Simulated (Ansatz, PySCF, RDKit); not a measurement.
Noncovalent pair: SO2 (SMILES O=S=O) (first 3 atoms) with H2 (SMILES [H][H]); geometry from B3LYP-D3(BJ)/def2-TZVP, rigid monomers moved along the line of their centres of mass till O1···H5 is 3.21 Å.
(charge 0, multiplicity 1):
| atom | x (Å) | y (Å) | z (Å) |
|---|---|---|---|
| O | 1.0976 | 0.9668 | 0.7281 |
| S | 0.4702 | 0.3573 | -0.4145 |
| O | -0.9179 | -0.0095 | -0.3298 |
| H | -0.5520 | -0.8283 | 3.8158 |
| H | -0.3561 | -0.3689 | 3.2642 |

Monomers are frozen at their geometry in the pair; levels with a basis set take the counterpoise correction. Rows marked so take none. RDKit's UFF carries no charges.

Correlated levels freeze the cores. Rows in 3-21G, 6-31G* carry no dispersion term and start afresh at each structure (6-31G* with six Cartesian d functions).

The values were computed with Ansatz (a quantum-chemistry and plane-wave program) with Gaussian orbitals; PySCF for 3-21G rows, 6-31G* rows, the dispersion terms; RDKit for the force fields. Each number belongs to the level named beside it.

```tsv
level	interaction energy (kcal/mol)
UFF	-0.25
HF/6-31G*	0.01
PBE-D3(BJ)/def2-TZVPPD	-0.47
BP86/6-31G* (no counterpoise)	?
B3LYP/3-21G (no counterpoise)	?
B3LYP/6-31G* (no counterpoise)	-0.30
B3LYP/def2-TZVPPD	0.05
B3LYP-D4/def2-TZVPPD	-0.26
CCSD/aug-cc-pV(D+d)Z	-0.23
```

Question: Complete the blanks.

Answer: 
- BP86/6-31G* (no counterpoise), interaction energy (kcal/mol): -0.05
- B3LYP/3-21G (no counterpoise), interaction energy (kcal/mol): -0.57
